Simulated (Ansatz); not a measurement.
Program: Ansatz. Geometries: PBE0-D4/def2-TZVP. ΔE: electronic, gas phase. CCSD(T)/CBS is the MP2 limit (def2-TZVPP, def2-QZVPP) plus CCSD(T) − MP2 in def2-TZVPP, frozen cores. This one scheme is used for every species. Functionals use def2-TZVPP. B3LYP here is the variant with VWN-RPA as its local correlation; programs differ in this. Each species was taken in one conformer, which may not be the lowest.

Consider the cleavage of the Al–Al bond: `[NH2][AlH][AlH2]` + `O[SiH](O)O` → `O[SiH](O)[O][AlH2]` + `[NH2][AlH2]`.

```
        level  ΔE (kcal/mol)
       B2PLYP          -40.7
        B3LYP          -39.5
HF/def2-TZVPP          -42.5
MP2/CBS(def2)          -41.9
```

(1) What does CCSD(T)/CBS give? (Best estimate.)

Largest T1 diagnostic among the species: 0.012.

Results:

(1) The calculation gave: -38.9 kcal/mol. The listed levels differ from it by -1.8, -0.6, -3.6, -3.0 kcal/mol.

In def2-TZVPP, CCSD(T) changes the Hartree–Fock value by +3.8 kcal/mol (the triples alone add +0.4 kcal/mol) and MP2 by +0.9 kcal/mol. From PBE to PBE0 (25 % exact exchange), in def2-TZVPP and without D4, ΔE moves by −1.4 kcal/mol.
